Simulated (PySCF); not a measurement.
C₆ coefficients of unlike pairs at UHF

Calculated with PySCF 2.14 from the dipole response of each species, C₆(A,B) = (3/π) ∫ α_A(iu) α_B(iu) du, in atomic units, from isotropic polarisabilities. For ions this is the dispersion term alone; charge-induced terms of lower order in 1/R come first.

```json
{"species": "Sb²⁺", "configuration": "[Kr] 4d10 5s2 5p1 (2P)", "basis": "aug-cc-pwCVDZ-PP with ECP28MDF (6s5p4d1f)", "relativity": "core potential", "α (bohr³)": "16.90", "C₆ (like pair)": "105.0"}
{"species": "Fe", "configuration": "[Ar] 3d6 4s2 (5D)", "basis": "aug-cc-pwCVTZ (10s9p7d4f3g)", "relativity": "none", "α (bohr³)": "85.73", "C₆ (like pair)": "823.1"}
{"species": "O²⁺", "configuration": "[He] 2s2 2p2 (3P)", "basis": "x2c-QZVPPall with one added diffuse shell each of s, p, d, f type (8s5p4d3f1g)", "relativity": "spin-free X2C", "α (bohr³)": "1.796", "C₆ (like pair)": "2.346"}
{"species": "S", "configuration": "[Ne] 3s2 3p4 (3P)", "basis": "aug-cc-pCVQZ-DK (10s9p7d5f3g)", "relativity": "spin-free X2C", "α (bohr³)": "19.15", "C₆ (like pair)": "130.3"}
```

(1) Estimate C₆ for S with O²⁺.

No spin-orbit coupling is included.

The other pairs:

| pair | C₆ |
| --- | --- |
| S, Fe | 290.8 |
| O²⁺, Fe | 32.20 |
| O²⁺, Sb²⁺ | 14.95 |
| S, Sb²⁺ | 116.4 |
| Fe, Sb²⁺ | 258.4 |

Answers

(1) The integral gives 16.28. The combination rule 2 C_A C_B / (C_A α_B/α_A + C_B α_A/α_B) gives 16.42 and the geometric mean 17.48.
